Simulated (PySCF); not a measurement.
Compound: CH10O2SSi3.
SMILES with atom numbers: `[CH3:1][S:2](=[O:3])(=[O:4])[SiH2:5][SiH2:6][SiH3:7]` (hydrogens: H8, H9, H10 on C1; H11, H12 on Si5; H13, H14 on Si6; H15, H16, H17 on Si7)

Computed by this run: PBE0-D3(BJ)/def2-SVP geometry optimisation, gas phase in PySCF; density fitting, grid level 1; the optimiser is geomeTRIC in internal coordinates, started from a GFN2-xTB structure.

Step 0: E = -39725.8698 eV
```
atom  x, y, z in Å  |  force x, y, z in eV/Å
C1     -2.5879   -0.8514    0.7857    0.687   0.967  -0.926
S2     -0.9884    0.0056    0.5076   -0.105  -1.216   1.069
O3     -0.0316   -1.1032    0.2713   -0.098  -1.007  -0.388
O4     -0.7084    0.7910    1.6988   -0.132   0.967   0.990
Si5    -0.5505    1.3207   -1.2018   -1.259  -0.429  -0.026
Si6     1.7432    1.1402   -0.9171    0.179   0.432  -0.087
Si7     2.3275   -0.9645   -0.0508    0.318   0.275  -0.286
H8     -2.4593   -1.4981    1.6433    0.403  -0.223   0.470
H9     -2.8108   -1.4225   -0.1055   -0.205  -0.344  -0.423
H10    -3.3344   -0.0919    0.9771   -0.448   0.348   0.111
H11    -1.2971    0.5292   -2.1951    0.222  -0.231  -0.741
H12    -1.5508    2.3562   -0.8990    0.192   0.824   0.028
H13     2.2797    1.5629   -2.2353    0.155  -0.215  -0.325
H14     2.0598    2.3243   -0.0852    0.062   0.095   0.384
H15     1.8875   -2.0777   -0.8820   -0.212  -0.415  -0.317
H16     3.8052   -0.9560   -0.2593    0.410   0.167  -0.138
H17     2.2094   -1.0527    1.3956   -0.170   0.004   0.604
```

Step 1: E = -39726.1718 eV
```
atom  x, y, z in Å  |  force x, y, z in eV/Å
C1     -2.6452   -0.7925    0.7412    0.360   0.647  -0.509
S2     -1.0034   -0.0375    0.5803    0.561  -0.840   1.147
O3     -0.0920   -1.1988    0.3641   -0.259  -0.243  -0.282
O4     -0.7388    0.7442    1.7981   -0.311   0.280  -0.030
Si5    -0.5744    1.2716   -1.1647   -1.103  -0.577   0.232
Si6     1.7402    1.1222   -0.9270   -0.022   0.532  -0.134
Si7     2.4300   -0.9532   -0.0725    0.374   0.186  -0.220
H8     -2.5703   -1.4549    1.6057    0.156  -0.085   0.185
H9     -2.8597   -1.3498   -0.1723   -0.061  -0.155  -0.134
H10    -3.3746    0.0027    0.9091   -0.173   0.106   0.074
H11    -1.3153    0.4678   -2.1697    0.263  -0.087  -0.495
H12    -1.5477    2.3421   -0.8456    0.287   0.605  -0.058
H13     2.2470    1.5301   -2.2689    0.127  -0.228  -0.179
H14     2.0522    2.3159   -0.0942    0.072  -0.013   0.280
H15     1.9954   -2.0934   -0.8922   -0.219  -0.219  -0.101
H16     3.9071   -0.8736   -0.3335    0.162   0.117  -0.081
H17     2.3427   -1.0309    1.3905   -0.215  -0.027   0.305
```

Question: Estimate the geometry and energy of step 2. (The exact step hangs on the optimiser's Hessian estimate; all steps are aligned on step 1, rigid shifts and turns removed.)

Answer: E = -39726.4457 eV, largest force 0.898 eV/Å
```
atom  x, y, z in Å  |  force x, y, z in eV/Å
C1     -2.7356   -0.7258    0.7359    0.054   0.312  -0.199
S2     -1.0475   -0.1279    0.6724    0.473  -0.570   0.101
O3     -0.2342   -1.3603    0.4525   -0.164   0.443   0.053
O4     -0.8170    0.6799    1.8811    0.001  -0.056  -0.084
Si5    -0.5965    1.1774   -1.1027   -0.664  -0.566   0.211
Si6     1.7456    1.1218   -0.9297   -0.284   0.573  -0.091
Si7     2.5701   -0.9189   -0.1246    0.455   0.133  -0.163
H8     -2.7286   -1.3899    1.6100   -0.053  -0.036   0.022
H9     -2.9592   -1.2767   -0.1862    0.001  -0.045   0.042
H10    -3.4161    0.1234    0.8825   -0.017  -0.040   0.041
H11    -1.2171    0.3862   -2.2152    0.191   0.081  -0.074
H12    -1.5030    2.3364   -0.8407    0.310   0.211  -0.099
H13     2.2267    1.5086   -2.2965    0.057  -0.189  -0.001
H14     2.0544    2.3069   -0.0676    0.086  -0.134   0.112
H15     2.1317   -2.0787   -0.9434   -0.145  -0.016   0.112
H16     4.0403   -0.7412   -0.4340   -0.106  -0.018   0.036
H17     2.4791   -1.0091    1.3546   -0.195  -0.083  -0.019
```

The energy changes by -0.2739 eV. The first-order estimate −F·Δx gives -0.4296 eV and the mean of the old and new forces, exact on a quadratic surface, -0.2771 eV. The step makes an angle of 73° with the force vector and moves no atom by more than 0.233 Å.

What follows is the cost of the whole optimisation. Time: 2.4 min; peak memory 0.78 GiB. Hardware: one thread of an Arm Neoverse V1, shared host.
